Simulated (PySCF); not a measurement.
**Mayer bond orders and bond lengths**

Compound: CH₁₁NOSi₃.
Numbering: `[CH3:1][Si@:2]([OH:3])([SiH3:4])[SiH2:5][NH2:6]` (hydrogens: H7, H8, H9 on C1; H10 on O3; H11, H12, H13 on Si4; H14, H15 on Si5; H16, H17 on N6)

Structure used (GFN2-xTB), in Å, numbered top down from 1:
```xyz
17
CH11NOSi3 angstrom
C     -0.7441    1.5901    1.2156
Si    -0.5061    0.3987   -0.2689
O     -1.2778    1.0587   -1.5678
Si    -1.7428   -1.5465    0.0074
Si     1.7697    0.2344   -0.6897
N      2.2737   -1.1424    0.2220
H     -0.3296    1.1706    2.1269
H     -0.2490    2.5446    1.0466
H     -1.7952    1.7991    1.3996
H     -1.1105    1.9452   -1.8747
H     -1.6763   -2.0455    1.3882
H     -1.2050   -2.6370   -0.8219
H     -3.1710   -1.4768   -0.3182
H      2.1196    0.1622   -2.1289
H      2.6301    1.3106   -0.1708
H      1.7510   -2.0001    0.1466
H      3.2566   -1.3538    0.2780
```

Bond orders from the PBE0/pcSseg-1 density (PySCF). Isolated species at its GFN2-xTB geometry (one conformer only).

(1) How far do the computed orders between heavy atoms stray from the drawn ones?

(2) Set the Mayer orders of the bonds between heavy atoms beside their lengths.

(3) And the bonds to hydrogen?

(4) Sum the orders of all bonds at each heavy atom with more than one neighbour and set the sums beside the valence in the SMILES.

Results:

(1) The largest departure is 0.127, at Si2–Si5 (drawn single, 0.873). Drawn single, order below 0.88: Si2–Si5 (0.873).

(2) 
```tsv
bond	drawn as	length (Å)	Mayer order
C1–Si2	single	1.918	0.919
Si2–O3	single	1.649	0.974
Si2–Si4	single	2.322	0.890
Si2–Si5	single	2.320	0.873
Si5–N6	single	1.726	1.022
```

(3) C–H: 0.95 to 0.96 (3 bonds); H–O: 0.94 (1 bond); H–Si: 0.87 to 0.94 (5 bonds); H–N: 0.94 to 0.95 (2 bonds).

(4) C1 3.786 (drawn 4), Si2 3.656 (drawn 4), O3 1.911 (drawn 2), Si4 3.687 (drawn 4), Si5 3.693 (drawn 4), N6 2.915 (drawn 3). Orders between atoms that aren't bonded are not in these sums.

For a closed shell the Mayer order of atoms A and B is Σ (PS)μν (PS)νμ over the basis functions μ on A and ν on B, with P the density and S the overlap matrix.
